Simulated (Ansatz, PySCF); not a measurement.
Ways to break one bond of OB(O)Br [bromoboronic acid]:

A. OB(O)Br [bromoboronic acid] -> [O]B(O)Br + H atom
B. OB(O)Br -> O[B]Br + [OH] (HO)
C. OB(O)Br [bromoboronic acid] → O[B]O + Br atom

Quantity: bond dissociation energy (enthalpy at 298 K, with B3LYP-D3(BJ) rigid-rotor harmonic-oscillator terms), kcal/mol. Geometries: B3LYP-D3(BJ)/def2-TZVP minima from Ansatz (an electronic-structure program), one conformer each, not searched for the lowest. Frequencies are from Ansatz or PySCF. Valence correlation only, unless marked. UHF or UKS for open shells. No spin-orbit coupling. The frozen core is the preceding noble-gas configuration, with the filled d and f shells of earlier blocks. No relativistic terms. Basis-set limits of correlation are two-point, X^-3; Hartree-Fock from the larger set. [CCSD(T)-MP2]/basis is that difference in the basis named.

**Question.** Rank them by bond dissociation energy at RI-MP2/CBS(cc-pVTZ,cc-pVQZ)+[CCSD(T)-MP2]/cc-pVTZ (Ansatz), lowest first.

**Answer.** C (112.3 kcal/mol), A (118.2 kcal/mol), B (148.4 kcal/mol)
